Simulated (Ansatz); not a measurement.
Redistribution: C2H3ClF2 + CHBr2F → C2H3F3 + CHBr2Cl

Gas-phase species: C2H3ClF2 `FCC(F)Cl`, singlet; CHBr2F `FC(Br)Br`, singlet; C2H3F3 (1,1,2-trifluoroethane) `FCC(F)F`, singlet; CHBr2Cl (chlorodibromomethane) `ClC(Br)Br`, singlet. The partners trade Cl for F; both sit on C, so the bond types are kept.

Shapes, held fixed at every level: PBE0-D4/def2-TZVP. Flexible molecules stand in one conformer, not always the lowest. Programs: Ansatz 0.2.0. The zero-point and thermal change to 298 K, harmonic and unscaled (PBE0-D4/def2-TZVP), is +0.2 kJ/mol.

```csv
level,kind,ΔH(298 K) (kJ/mol),less CCSD(T)/def2-TZVPP
SPW92/def2-TZVPP,LDA,-0.3,+9.2
PBE0-D4/def2-TZVPP,global hybrid,-4.9,+4.6
r2SCAN0-D4/def2-TZVPP,global hybrid,-4.4,+5.1
wB97X-V/def2-TZVPP,range-separated hybrid,-5.3,+4.2
MP2/def2-SVP,perturbation theory,-16.0,-6.5
CCSD(T)/def2-SVP,coupled cluster or CI,-12.8,-3.3
CCSD(T)/def2-TZVPP,coupled cluster or CI,-9.5,0.0
```

The highest level, CCSD(T)/def2-TZVPP, gives ΔH(298 K) = -9.5 kJ/mol; the levels span -16.0 to -0.3. The column of differences is taken from that level and isn't an error. No measured value is set beside it here. Relativity is left out for Br. Outer-core shells of Br are correlated, in sets that cover them unevenly.
